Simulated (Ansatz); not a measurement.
`CC(C)[SiH3]` + H₂O → `CC(O)[SiH3]` + CH₄ at 500 K and 1 bar (formal hydrolysis of a C–C bond).

Program: Ansatz. Geometries: PBE0-D4/def2-TZVP. ΔE: electronic, gas phase. CCSD(T)/CBS adds triple-zeta CCSD(T) − MP2 to the extrapolated MP2 energy (def2 sets, frozen cores). This one scheme is used for every species. One conformer a species, not always the lowest.

| species | CCSD(T)/CBS energy (Eh) | H − E (kJ/mol) | S (J/(mol·K)) |
| --- | --- | --- | --- |
| `CC(C)[SiH3]` | -409.25569 | 357.4 | 395.6 |
| H₂O | -76.37941 | 73.2 | 206.3 |
| `CC(O)[SiH3]` | -445.15454 | 292.8 | 387.6 |
| CH₄ | -40.46206 | 135.6 | 206.8 |

H − E and S are ideal-gas, rigid-rotor, harmonic terms from PBE0-D4/def2-TZVP, for one conformer and one mirror image of each species. 1 Eh = 2625.50 kJ/mol, R = 8.31446 J/(mol·K).

Task: By hand: ΔE, ΔH, ΔS and ΔG.

Result: ΔE = (-445.15454) + (-40.46206) − (-409.25569) − (-76.37941) = 0.01850 Eh = 48.6 kJ/mol. Δ(H − E) = 292.8 + 135.6 − 357.4 − 73.2 = -2.2, so ΔH = 46.4 kJ/mol. ΔS = 387.6 + 206.8 − 395.6 − 206.3 = -7.5 J/(mol·K). ΔG = 46.4 − 500 × (-7.5)/1000 = 50.1 kJ/mol.

Task: By hand: the equilibrium constant, and the temperature at which ΔG would vanish if ΔH and ΔS stayed fixed.

Result: log₁₀ K = −ΔG/(RT ln 10) = -5.2. ΔH and −TΔS have one sign here, so there is no such temperature.

The number of gas molecules stays the same, so ΔS is small and ΔH decides. A doubt of 5 kJ/mol in ΔE shifts log₁₀ K by 0.5 here. Other conformers and mirror images would add mixing entropy, several J/(mol·K) or more a flexible species. These are equilibria of isolated gas molecules and say nothing of rates. Largest T1 diagnostic: 0.011 (customary marks: 0.02 for closed shells, 0.045 for open ones).

ΔS is within the doubt of such terms, so its sign, and with it that verdict, could turn.
